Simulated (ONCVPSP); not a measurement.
**Scattering properties, ONCV potential for Cd (Z = 48)**

ONCVPSP 4.0.1 input, shortened (lines: element, Z, core and valence counts, functional; n l f; lmax; l rc ep ncon nbas qcut; lloc lpopt rc5 dvloc0; l nproj debl; icmod fcfact rcfact), PBE, scalar-relativistic:

```
  Cd 48.00    6    5        4      upf
    1    0    2.00
    2    0    2.00
    2    1    6.00
    3    0    2.00
    3    1    6.00
    3    2   10.00
    4    0    2.00
    4    1    6.00
    4    2   10.00
    5    0    1.00
    5    1    1.00
    3
    0    1.25    0.00    4    9   10.40
    1    1.65    0.00    4    8    8.00
    2    1.55    0.00    5   10   10.80
    3    1.50    0.22    4    8    8.50
    4    5    0.85   -1.00
    0    2    2.60
    1    2    0.40
    2    1    1.20
    3    2    1.80
    3    5.75    1.65
```

The phase is arctan(r·R′/R) of the radial function R(r), unwrapped; energies in Ha, scanned from -5 to 5 Ha. A pole is an energy at which the radial function vanishes at the test radius. The pseudo phase is shifted by a multiple of π to meet the all-electron one at the reference energy, and phase errors are pseudo minus all-electron; the curves can meet again beyond the range given. Levels narrower than the energy grid can be missing from the lists of poles.

Task: For each channel, where are the poles, and over which energies does the pseudopotential scatter like the atom?

Result:

```csv
channel,radius (bohr),reference energy (Ha),"poles, all-electron","poles, pseudo",unbroken range about the reference energy with phases within 0.05 rad,phase error 1 Ha above the reference energy (rad)
s,1.27,-0.25,-2.64,-2.64,below 4.0,-0.000
p,1.68,-0.08,-2.21,-2.21,the whole range,-0.001
d,1.58,-0.50,0.49,0.49,below 3.0,-0.001
f,1.52,0.22,3.41,3.41,the whole range,-0.000
```

Phases in the s channel:

| E (Ha) | all-electron | pseudo |
| --- | --- | --- |
| -4.96 | -0.505 | -0.505 |
| -4.72 | -0.806 | -0.806 |
| -4.48 | -1.024 | -1.024 |
| -4.24 | -1.175 | -1.175 |
| -4.00 | -1.284 | -1.284 |
| -3.76 | -1.364 | -1.364 |
| -3.52 | -1.426 | -1.426 |
| -3.28 | -1.475 | -1.475 |
| -3.04 | -1.516 | -1.516 |
| -2.80 | -1.550 | -1.550 |
| -2.56 | -1.580 | -1.580 |
| -2.32 | -1.607 | -1.607 |
| -2.08 | -1.631 | -1.631 |
| -1.84 | -1.653 | -1.653 |
| -1.60 | -1.674 | -1.674 |
| -1.36 | -1.694 | -1.694 |
| -1.12 | -1.714 | -1.714 |
| -0.88 | -1.733 | -1.733 |
| -0.64 | -1.752 | -1.752 |
| -0.40 | -1.772 | -1.772 |
| -0.16 | -1.793 | -1.793 |
| 0.08 | -1.815 | -1.815 |
| 0.32 | -1.838 | -1.838 |
| 0.56 | -1.863 | -1.863 |
| 0.80 | -1.890 | -1.890 |
| 1.04 | -1.920 | -1.920 |
| 1.28 | -1.953 | -1.954 |
| 1.52 | -1.992 | -1.992 |
| 1.76 | -2.036 | -2.036 |
| 2.00 | -2.087 | -2.088 |
| 2.24 | -2.149 | -2.151 |
| 2.48 | -2.223 | -2.226 |
| 2.72 | -2.313 | -2.318 |
| 2.96 | -2.425 | -2.432 |
| 3.20 | -2.562 | -2.574 |
| 3.44 | -2.729 | -2.749 |
| 3.68 | -2.926 | -2.957 |
| 3.92 | -3.142 | -3.187 |
| 4.16 | -3.361 | -3.422 |
| 4.40 | -3.564 | -3.642 |
| 4.64 | -3.738 | -3.841 |
| 4.88 | -3.882 | -4.038 |
